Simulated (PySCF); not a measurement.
C5H6. Atoms are numbered in the order given.

```xyz
11

C      2.2808     0.1827     0.0000
C      1.1189    -0.1647     0.0000
C     -0.2622    -0.5755     0.0000
C     -1.3038     0.2396     0.7492
C     -1.3038     0.2396    -0.7492
H      3.3094     0.4886     0.0000
H     -0.4117    -1.6610     0.0000
H     -0.9526     1.1362     1.2655
H     -2.0858    -0.3146     1.2749
H     -2.0858    -0.3146    -1.2749
H     -0.9526     1.1362    -1.2655
```

Geometry optimised at B3LYP-D3(BJ)/def2-SVP.

The numbers are results of PBE/def2-TZVP (PySCF), not measurements.

ESP charges are fitted to the potential on shells at 1.4 to 2.0 van der Waals radii. Atomic charges (e):

| atom | ESP fit | meta-Löwdin |
|---|---|---|
| C1 | -0.48 | -0.24 |
| C2 | 0.06 | -0.03 |
| C3 | -0.05 | -0.11 |
| C4 | -0.32 | -0.23 |
| C5 | -0.32 | -0.23 |
| H6 | 0.30 | 0.17 |
| H7 | 0.15 | 0.14 |
| H8 | 0.18 | 0.13 |
| H9 | 0.15 | 0.13 |
| H10 | 0.15 | 0.13 |
| H11 | 0.18 | 0.13 |

Computed Mayer and Wiberg (Löwdin basis) orders of the bonds:
```
bond    Mayer  Wiberg
------  -----  ------
C1–C2    2.61    2.92
C2–C3    1.28    1.30
C3–C4    0.90    1.18
C3–C5    0.90    1.18
C4–C5    1.01    1.30
C1–H6    1.00    0.92
C3–H7    0.97    0.79
C4–H8    0.96    0.87
C4–H9    0.95    0.87
C5–H10   0.95    0.87
C5–H11   0.96    0.87
```
